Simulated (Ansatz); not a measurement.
Isolated molecules relaxed with PBE0-D4/def2-TZVP in Ansatz; ΔE leaves out vibrations. CBS: MP2 limit from def2 TZ/QZ plus the TZ coupled-cluster correction, frozen cores. This one scheme is used for every species. Functionals use def2-TZVPP. B3LYP here is the variant with VWN-RPA as its local correlation; programs differ in this. def2 core potentials past Kr. For Sn outer-core shells are correlated without core-valence functions, which leaves a few kJ/mol of doubt a bond. One conformer a species, not always the lowest.

`[CH3][SnH2]/[CH]=C\F` + `N=C=O` → `[CH3][SnH2][N]=C=O` + `C=CF`  (ligand exchange at the Sn–C bond)

Task: Is it downhill or uphill in electronic energy at CCSD(T)/CBS, and by how much? (An estimate is asked.)

Result: The calculation gave: Downhill: ΔE = -62.5 kJ/mol.

Task: What do these levels give: r2SCAN-D4, PBE0-D4, ωB97X-V, ωB97M-V, PBE, PBE0, B3LYP, HF/def2-TZVPP, MP2/def2-TZVPP, SCS-MP2/def2-TZVPP, CCSD/def2-TZVPP, HF/def2-QZVPP? (Estimate.)

Result: The calculation gave: r2SCAN-D4 -59.5, PBE0-D4 -58.3, ωB97X-V -63.4, ωB97M-V -60.1, PBE -55.1, PBE0 -60.4, B3LYP -66.5, HF/def2-TZVPP -86.8, MP2/def2-TZVPP -61.0, SCS-MP2/def2-TZVPP -65.9, CCSD/def2-TZVPP -64.6, HF/def2-QZVPP -88.1 kJ/mol.

Largest T1 diagnostic among the species: 0.018.

From PBE to PBE0 (25 % exact exchange), in def2-TZVPP and without D4, ΔE moves by −5.3 kJ/mol. In def2-TZVPP, CCSD(T) changes the Hartree–Fock value by +25.6 kJ/mol (the triples alone add +3.5 kJ/mol) and MP2 by +25.8 kJ/mol. The D4 term adds +3.8 kJ/mol with B3LYP and +2.1 kJ/mol with PBE0; it sums over pairs of atoms, weighted by their polarisabilities, and B3LYP, whose exchange is more repulsive, gets the larger term.
